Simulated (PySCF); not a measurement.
`N#C[C@H]([SiH3])[C@H]([SiH3])Br`, C3H8BrNSi2

Geometry:
| atom | x (Å) | y (Å) | z (Å) |
| --- | --- | --- | --- |
| N1 | -0.982 | 2.845 | -1.347 |
| C2 | -0.685 | 1.776 | -1.065 |
| C3 | -0.307 | 0.452 | -0.669 |
| Si4 | -1.917 | -0.476 | -0.144 |
| C5 | 0.782 | 0.514 | 0.396 |
| Si6 | 1.915 | -1.027 | 0.505 |
| Br7 | 0.003 | 0.759 | 2.194 |
| H8 | 0.109 | -0.045 | -1.553 |
| H9 | -2.748 | 0.406 | 0.662 |
| H10 | -1.501 | -1.679 | 0.573 |
| H11 | -2.579 | -0.822 | -1.402 |
| H12 | 1.393 | 1.411 | 0.255 |
| H13 | 2.933 | -0.721 | 1.503 |
| H14 | 2.486 | -1.218 | -0.830 |
| H15 | 1.092 | -2.166 | 0.899 |

Method: TDDFT CAM-B3LYP/def2-SVPD circular dichroism and optical rotation, one conformer, gas phase in PySCF. Geometry: GFN2-xTB.

The molecule is flexible and this is one conformer; a measurement averages over conformers. The calculation is non-relativistic, which matters for the atoms heavier than Zn.

**Question.** Draw the ECD and absorption spectra from the lowest 16 states, each a Gaussian of half-width 0.25 eV at 1/e height.

**Answer.** 
| E (eV) | λ (nm) | Δε (L mol⁻¹ cm⁻¹) | ε (L mol⁻¹ cm⁻¹) |
| --- | --- | --- | --- |
| 5.14 | 241 | -0.02 | 9.24 |
| 5.24 | 237 | -0.07 | 39 |
| 5.34 | 232 | -0.20 | 120 |
| 5.44 | 228 | -0.44 | 266 |
| 5.54 | 224 | -0.68 | 432 |
| 5.64 | 220 | -0.68 | 511 |
| 5.74 | 216 | -0.26 | 445 |
| 5.84 | 212 | +0.44 | 295 |
| 5.94 | 209 | +1.03 | 160 |
| 6.04 | 205 | +1.17 | 79.5 |
| 6.14 | 202 | +0.89 | 38.8 |
| 6.24 | 199 | +0.48 | 17.2 |
| 6.34 | 196 | +0.18 | 6.21 |
| 6.44 | 193 | +0.05 | 1.76 |
| 6.54 | 190 | +0.01 | 0.968 |
| 6.64 | 187 | -0.05 | 4.69 |
| 6.74 | 184 | -0.34 | 25.3 |
| 6.84 | 181 | -1.65 | 101 |
| 6.94 | 179 | -5.74 | 304 |
| 7.04 | 176 | -14.26 | 696 |
| 7.14 | 174 | -25.12 | 1280 |
| 7.24 | 171 | -30.66 | 2030 |
| 7.34 | 169 | -23.99 | 2990 |
| 7.44 | 167 | -7.40 | 4200 |
| 7.54 | 165 | +10.35 | 5500 |
| 7.64 | 162 | +23.81 | 6670 |
| 7.74 | 160 | +32.72 | 7680 |
| 7.84 | 158 | +36.49 | 8580 |
| 7.94 | 156 | +31.85 | 9180 |
| 8.04 | 154 | +15.26 | 9180 |
| 8.14 | 152 | -12.88 | 8700 |
| 8.24 | 151 | -42.84 | 8090 |

Δε uses R in velocity form, ε uses f in length form. Only the states computed contribute, so the short-wavelength end is incomplete.
